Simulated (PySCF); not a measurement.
# Computed structure and properties of [Au2F3]−

System: [Au2F3]− (singlet); start: displaced along the imaginary mode (C2v). Method: PySCF 2.14.0, RKS PBE0, Au def2-SVP with ECP60, F def2-SVP; non-relativistic Hamiltonian with scalar-relativistic core potentials where named; density fitting; no spin-orbit coupling.

Input of the relaxation:

```python
mol = gto.M(atom='''
Au    -0.00012     0.00099     2.04012
Au    -0.00012     0.00099    -2.04012
F     -0.02926     0.24828     0.00000
F      0.01584    -0.13442     3.97642
F      0.01584    -0.13442    -3.97642''',
    basis={'Au': 'def2-SVP', 'F': 'def2-SVP'},
    ecp={'Au': 'def2-SVP'},
    charge=-1, spin=0)
mf = dft.RKS(mol, xc='PBE0')
mf.grids.atom_grid = (50, 194)
mf = mf.density_fit()  # fitting sets: Au def2-universal-JKFIT, F def2-universal-JKFIT
mf.conv_tol = 1e-08; mf.max_cycle = 55
mf.kernel(dm0)  # dm0: converged density of the start geometry
# quasi-Newton relaxation in Cartesian coordinates to a largest gradient under 0.00045 Eh/bohr, steps kept in the point group
```

Run from Python with OMP_NUM_THREADS=2; the lines above give its settings. Where DIIS fails, smearing, a level shift and second-order steps follow.
It took 53 s on 2 threads of Arm Neoverse V2, with other jobs on the host, from the converged density of the start.

Course of the relaxation:

| step | energy above end (eV) | largest force component within the symmetry (eV/Å) |
| --- | --- | --- |
| 0 | 0.0822 | 0.089 |
| 1 | 0.0761 | 0.072 |
| 2 | 0.0683 | 0.183 |
| 3 | 0.0581 | 0.333 |
| 4 | 0.0327 | 0.223 |
| 5 | 0.0235 | 0.382 |
| 6 | 0.0143 | 0.131 |
| 7 | 0.0139 | 0.126 |
| 8 | 0.0112 | 0.130 |
| 9 | 0.0084 | 0.139 |
| 10 | 0.0046 | 0.128 |
| 11 | 0.0007 | 0.084 |
| 12 | 0.0001 | 0.036 |
| 13 | -0.0001 | 0.032 |
| 14 | 0.0000 | 0.005 |

Relaxed geometry (C2v):

```xyz
5

Au   -0.0169    0.1430    1.8202
Au   -0.0169    0.1430   -1.8202
F    -0.1253    1.0630    0.0000
F     0.0806   -0.6838    3.5688
F     0.0806   -0.6838   -3.5688
```

```
   contact      Å
Au1–F3 (F)  2.042
Au1–F4 (F)  1.937
Au2–F5 (F)  1.937
```

On the finer grid (75, 302):

The HOMO is -3.22 eV, the LUMO is 2.80 eV and the dipole about the centre of mass is 1.84 D. The set of Mulliken populations of Au1 outside the core potential is s 2.98, p 6.20, d 9.59, f 0.01 and the D3(BJ) dispersion energy (not in the energies) is -0.089 eV.

```tsv
atom	Mulliken (e)	Löwdin (e)	spin (e)
Au1	0.21	-0.07	0.00
Au2	0.21	-0.07	0.00
F3	-0.45	-0.19	0.00
F4	-0.49	-0.33	0.00
F5	-0.49	-0.33	0.00
```

On the grid (50, 194), as all that follows. Harmonic modes: a minimum within the noise of the softest modes; lowest 44 cm⁻¹ (negative: unstable), highest 594 cm⁻¹, zero-point energy 0.170 eV.

Taking off one F (charge -1, singlet; the rest: singlet) in vacuum, both parts rigid, costs 8.26 eV; the small basis without counterpoise inflates it.

Rigid scan of F along the line from its metal, all other atoms held (where the atom bridges, its other bond changes as well):

distance to F3 (Å), energy (eV) and a bar:
```
     1.74      1.189 ########
     1.84      0.445 ###
     1.94      0.096 #
     2.04      0.000 
     2.14      0.073 #
     2.24      0.268 ##
     2.44      0.915 #######
     2.74      2.298 ################
     3.14      4.014 #############################
     3.64      4.210 ##############################
```

One start shape was tried, so this needn't be the lowest isomer.
